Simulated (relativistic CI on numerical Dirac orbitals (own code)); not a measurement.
# Hyperfine structure of Sb³⁶⁺, mass number 123

Computed by Dirac-Coulomb-Breit CI, separate exchange-only KLI orbitals for each configuration, a model potential for QED, unscaled Slater integrals (own radial code, finite nucleus).

Configurations in the expansion (outside the closed core [Ne]): 3s2.3p3, 3s.3p4, 3s2.3p2.3d, 3p5, 3s.3p3.3d, 3p4.3d, 3s.3p2.3d2, 3s2.3p.3d.4p, 3p4.4s, 3s.3p2.3d.4s, 3p4.4p, 3s2.3p2.4s, 3s2.3p.3d2, 3s2.3d3, 3s.3p.3d3, 3s2.3d2.4s, 3p3.3d2, 3p2.3d3, 3p2.3d2.4s, 3s2.3p.3d.4s, 3s.3p.3d2.4s, 3s2.3d.4s2, 3s.3p2.3d.4p, 3s.3p.3d2.4p, 3p2.3d2.4p, 3s.3p.3d.4s.4p. Double excitations out of closed p, d and f shells are left out; levels of such configurations are missing from the list, as are those of other unlisted configurations, and high levels can miss mixing partners.

Nuclear spin I = 7/2, μ = 2.5457 μN, Q = -0.692 b (tables of Stone and Pyykkö). The electronic factors are computed for point nuclear moments, without core polarisation or the Bohr-Weisskopf and QED corrections.

```csv
Level,E (eV),A (GHz),B (GHz)
3s2.3p3 2D°_5/2,60.718,86.95,0.0458
3s2.3p3 2P°_1/2,70.103,264.1,
3s2.3p3 2P°_3/2,123.935,44.45,82.4
3s.3p4 4P_5/2,145.574,153,-12.9
3s2.3p2.3d 4D_1/2,194.669,90.5,
```

Levels with J = 0, under 50 % of one LS term, or S terms without an open s electron are left out. Small factors come from cancelling terms and can be off by tens of per cent or more.

At this charge energies of transitions that change n are usually good to better than 1 %, and those within a shell (Δn = 0) to a few per cent.

(1) Give the hyperfine levels of 3s2.3p3 2P°_1/2 relative to its centre of gravity.

## Answers

(1) With K = F(F + 1) − I(I + 1) − J(J + 1), E = AK/2: F = 3: -594.1, F = 4: 462.1 GHz.

LS names give the leading component of a level, which can be under half, so a name can repeat, a term be missing and a line seem to break the LS rules.
